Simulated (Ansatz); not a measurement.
Consider the formal exchange of groups at the Si–Cl bond: `N[SiH](Cl)O[SiH3]` + SiH₄ → `N[SiH]([SiH3])O[SiH3]` + HCl.

Isolated molecules relaxed with PBE0-D4/def2-TZVP in Ansatz; ΔE leaves out vibrations. CCSD(T)/CBS is the MP2 limit (def2-TZVPP, def2-QZVPP) plus CCSD(T) − MP2 in def2-TZVPP, frozen cores. This one scheme is used for every species. DFT in def2-TZVPP. One conformer a species, not always the lowest.

| level | ΔE (kJ/mol) | difference from CCSD(T)/CBS |
| --- | --- | --- |
| PBE-D4 | 106.1 | -17.2 |
| r2SCAN-D4 | 122.6 | -0.7 |
| ωB97X-V | 122.3 | -1.0 |
| ωB97M-V | 128.6 | 5.3 |
| B2PLYP | 127.0 | 3.7 |
| PBE | 108.3 | -15.0 |
| HF/def2-TZVPP | 143.2 | 19.9 |
| CCSD/def2-TZVPP | 123.1 | -0.2 |
| MP2/def2-QZVPP | 132.3 | 9.0 |
| MP2/CBS(def2) | 133.1 | 9.8 |
| CCSD(T)/CBS | 123.3 | 0 |

Largest T1 diagnostic among the species: 0.012.

From PBE to PBE0 (25 % exact exchange), in def2-TZVPP and without D4, ΔE moves by +7.0 kJ/mol. The D4 term adds −3.2 kJ/mol with B3LYP and −2.3 kJ/mol with PBE0; it sums over pairs of atoms, weighted by their polarisabilities, and B3LYP, whose exchange is more repulsive, gets the larger term.

B3LYP here is the variant with VWN-RPA as its local correlation; programs differ in this.
